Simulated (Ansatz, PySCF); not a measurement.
Process, species as SMILES: CCO -> C[CH]O + H atom (the C-H bond at the site shown breaks; other sites are not compared here)
Each molecule is optimised on its own at B3LYP-D3(BJ)/def2-TZVP (Ansatz, an electronic-structure program), one conformer each, not searched for the lowest.

Wanted: bond dissociation energy (enthalpy at 298 K, with B3LYP-D3(BJ) rigid-rotor harmonic-oscillator terms from PySCF), in kcal/mol. Valence correlation only, unless marked. UHF or UKS for open shells. Spin-orbit coupling is left out. Non-relativistic. Basis-set limits of correlation are two-point, X^-3; Hartree-Fock from the larger set. The bracket is a focal-point correction in the basis named.

| level | program | bond dissociation energy (kcal/mol) | minus last row |
|---|---|---|---|
| SVWN5/def2-TZVPD | Ansatz | 98.7 | 3.0 |
| r2SCAN/def2-TZVPD | Ansatz | 88.2 | -7.5 |
| PBE0-D3(BJ)/def2-TZVPD | Ansatz + dftd3 | 89.6 | -6.1 |
| PBE0/def2-TZVP | Ansatz | 89.3 | -6.4 |
| BHLYP/def2-TZVPD | Ansatz | 90.9 | -4.8 |
| B2GP-PLYP-D4/def2-TZVPD | Ansatz + dftd4 | 92.0 | -3.7 |
| MP2/aug-cc-pVDZ | Ansatz | 91.2 | -4.5 |
| RI-MP2/aug-cc-pVTZ | Ansatz | 94.0 | -1.7 |
| RI-MP2/CBS(cc-pVTZ,cc-pVQZ) | Ansatz | 95.3 | -0.4 |
| RI-MP2/CBS(cc-pVTZ,cc-pVQZ)+[CCSD(T)-MP2]/cc-pVTZ | Ansatz | 95.7 | 0.0 |
